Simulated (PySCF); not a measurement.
Job file and geometry (Å, from PBE0-D3(BJ)/def2-SVP) of an NMR shielding run on SMILES [Cl][Y]([Cl])[Cl], Cl₃Y, GIAO wB97X-D/pcSseg-1 Y:def2-TZVP NMR shielding, core potentials past Kr, else non-relativistic, gas phase (PySCF); density fitting, a coarse starting grid and PySCF grid level 2 are the driver's defaults:

```
{"job": {"kind": "nmr", "xc": "wB97X-D", "basis": {"default": "pcSseg-1", "Y": "def2-TZVP"}, "pop": false}, "charge": 0, "multiplicity": 1}
Y      0.018738    -0.000200     0.078604
Cl     2.435848     0.001273     0.409755
Cl    -1.227695     2.056317    -0.244366
Cl    -1.226901    -2.057379    -0.243993
```

Q: What does the program print?

A: 
```
coarse grid: 26952 points
cycle   1  E = -1418.9623291347  dE = -4.621e+00  |g| = 8.055e-01  |ddm| = 3.995e+00
cycle   2  E = -1419.0775172658  dE = -1.152e-01  |g| = 5.018e-01  |ddm| = 1.834e+00
cycle   3  E = -1419.1492555643  dE = -7.174e-02  |g| = 9.491e-02  |ddm| = 6.299e-01
cycle   4  E = -1419.1513574093  dE = -2.102e-03  |g| = 2.403e-02  |ddm| = 1.200e-01
cycle   5  E = -1419.1515195578  dE = -1.621e-04  |g| = 4.741e-03  |ddm| = 2.536e-02
cycle   6  E = -1419.1515412911  dE = -2.173e-05  |g| = 1.465e-03  |ddm| = 1.136e-02
cycle   7  E = -1419.1515443124  dE = -3.021e-06  |g| = 3.592e-04  |ddm| = 5.302e-03
final grid: 49288 points
cycle   8  E = -1419.1516994267  dE = -1.633e-04  |g| = 2.648e-03  |ddm| = 6.757e-02
cycle   9  E = -1419.1517018804  dE = -2.454e-06  |g| = 1.278e-03  |ddm| = 5.257e-03
cycle  10  E = -1419.1517022749  dE = -3.945e-07  |g| = 4.947e-04  |ddm| = 2.427e-03
cycle  11  E = -1419.1517023617  dE = -8.680e-08  |g| = 1.331e-04  |ddm| = 6.516e-04
cycle  12  E = -1419.1517023716  dE = -9.883e-09  |g| = 2.745e-05  |ddm| = 3.291e-04
cycle  13  E = -1419.1517023726  dE = -1.017e-09  |g| = 1.118e-05  |ddm| = 1.043e-04
cycle  14  E = -1419.1517023727  dE = -6.412e-11  |g| = 2.767e-06  |ddm| = 2.386e-05
converged SCF energy = -1419.1517023727

GIAO shielding tensors (ppm)
atom      isotropic    diamagn.    paramagn.     s11        s22        s33       span
  0 Y          nan         nan         nan        nan        nan        nan        nan
  1 Cl     581.138    1149.155    -568.017    218.274    445.344   1079.796    861.522
  2 Cl     566.183    1149.189    -583.006    185.664    433.687   1079.198    893.534
  3 Cl     566.306    1149.189    -582.883    185.920    433.795   1079.203    893.283
```

Q: Turn these shieldings into chemical shifts. References, each an isolated molecule treated in the same way: ³⁵Cl (σ = 939.37 ppm) vs HCl.

A: Averaging equivalent atoms: Cl 1/2/3: 368 ppm. No reference was computed at this level for Y. 

Y is described by an effective core potential, so it has no shielding of its own here; spin–orbit effects on the atoms bonded to it, which can be large, are absent, and the values of these neighbours are rough.

Size and cost of the density-fitted run: 112 basis functions, 7.1 s wall time on 1 thread of an x86-64 server CPU, shared host.
